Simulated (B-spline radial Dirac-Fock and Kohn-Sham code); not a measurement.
# Binding energies of Br³⁺

System: Br³⁺, configuration [Ar] 3d10 4s2 4p2, inside a Watson sphere of charge -3 and radius 2.7 Å (a model of the Madelung potential; inside it an electron's potential energy is raised by 16.0 eV); nuclear rms radius 4.1629 fm (A = 79).

Model: relaxed Dirac-Fock hole states (ΔSCF) with Breit and QED corrections and a finite nucleus. Program: a radial finite-basis atomic code. Electron correlation is not included. Energies are counted from the vacuum level.

All terms are in eV, carry their sign (relaxation lowers the binding energy) and add up to the binding energy; ⟨r⟩ is the mean radius of the orbital in the initial state.

```tsv
subshell	−ε (Koopmans)	relaxation	Gaunt	retardation	self-energy	vacuum polarisation	binding energy	⟨r⟩ (bohr)
K	13588.8	-50.26	-21.63	1.49	-10.95	1.12	13508.5	0.043
L1	1849.4	-24.25	-1.59	0.06	-1.19	0.11	1822.5	0.189
L2	1660.8	-26.69	-3.00	0.32	0.13	-0.01	1631.6	0.163
L3	1612.9	-26.20	-2.11	0.36	0.03	-0.01	1584.9	0.167
M1	300.0	-6.13	-0.17	0.00	-0.19	0.02	293.5	0.548
M2	232.5	-6.23	-0.34	0.04	0.03	0.00	226.0	0.555
M3	225.3	-6.02	-0.21	0.04	0.01	0.00	?	0.565
M4	108.9	-6.20	-0.03	0.00	0.02	0.00	102.6	0.581
M5	107.7	-6.12	0.03	0.00	0.02	0.00	101.6	0.585
N1	44.01	-0.48	-0.02	0.00	-0.02	0.00	43.50	1.571
N2,3	29.66	-0.34	-0.02	0.00	0.00	0.00	29.31	1.790
```

Question: Which binding energy belongs in the row of M3?

Answer: 219.1 eV, the sum of the terms in that row (to rounding).

For the deepest level, K (1s), the Breit terms make up -0.149 % of the binding energy, QED -0.073 % and orbital relaxation -0.372 %.

Spin-orbit splittings: 2p 46.65 eV, 3p 6.89 eV, 3d 1.03 eV.

Values without a named source are computed, but for edge energies of neutral atoms, which are taken from tables.
